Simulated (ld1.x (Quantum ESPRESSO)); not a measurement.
## Ce: excitation energies, all-electron against TM

```json
{"Element": "cerium (Ce)", "Generator": "ld1.x (Quantum ESPRESSO) 7.5", "Type": "norm-conserving Troullier–Martins (Kleinman–Bylander form)", "Functional": "PBE", "Relativity": "fully relativistic", "Frozen core": "[Kr] 4d10", "Valence charge": "12", "Reference configuration": "4f1 5s2 5p6 5d2 6s1 6p0", "Partial waves": "5p (bound): rc 1.95 bohr; 5d (bound): rc 3.55 bohr; 4f (bound): rc 1.60 bohr; 5s (bound): rc 2.00 bohr", "Local potential": "the s channel", "Core correction": "none"}
```

Open shells are filled in proportion to 2j + 1 (rel_dist='average').

Occupied shells without a wave of their own: 6s. They enter only through the test configuration that unscreens the potential.

Energies are relative to the spin-unpolarised reference configuration 4f1 5s2 5p6 5d2 6s1 6p0; without spin polarisation the order of configurations can differ from experiment. The frozen-core shift is the all-electron ΔE with the core orbitals held at their reference shape minus the fully relaxed ΔE.

(1) Give the all-electron excitation energy and the error of the potential for: 4f1 5s2 5p6 5d1 6s2 6p0; 4f1 5s2 5p6 5d1 6s1 6p0; 4f1 5s2 5p6 5d1 6s0 6p0; 4f1 5s2 5p6 5d0 6s2 6p1; 4f2 5s2 5p6 5d0 6s2 6p0; 4f1 5s2 5p6 5d1 6s0 6p1; 4f1 5s2 5p6 5d0 6s0 6p0.

Levels in the configuration 4f1 5s2 5p6 5d1 6s0 6p0:

```
   level  all-electron (eV)  pseudo (eV)
4f j=5/2            -18.360      -18.612
4f j=7/2            -18.025      -18.276
5s j=1/2            -53.314      -53.545
5p j=1/2            -37.851      -38.071
5p j=3/2            -35.076      -35.291
5d j=3/2            -15.002      -15.164
5d j=5/2            -14.741      -14.902
```

A Bessel basis up to 400 Ry misses an occupied level by 0.32 Ry, so cutoffs and ghosts were not judged.

Answers

(1)

```tsv
valence configuration	charge	ΔE all-electron (eV)	error AE − PS (meV)	frozen-core shift (meV)
4f1 5s2 5p6 5d1 6s2 6p0	0	-0.895	+236	+0.1
4f1 5s2 5p6 5d1 6s1 6p0	+1	5.175	+0.5	+0.1
4f1 5s2 5p6 5d1 6s0 6p0	+2	16.254	-429	+0.1
4f1 5s2 5p6 5d0 6s2 6p1	0	1.386	+313	+0.6
4f2 5s2 5p6 5d0 6s2 6p0	0	-1.169	+181	+195
4f1 5s2 5p6 5d1 6s0 6p1	+1	8.213	-342	+0.1
4f1 5s2 5p6 5d0 6s0 6p0	+3	35.422	-596	+0.6
```

The 6s level has no wave, so the channel is fitted at the deeper level alone: the likely source of the large errors.
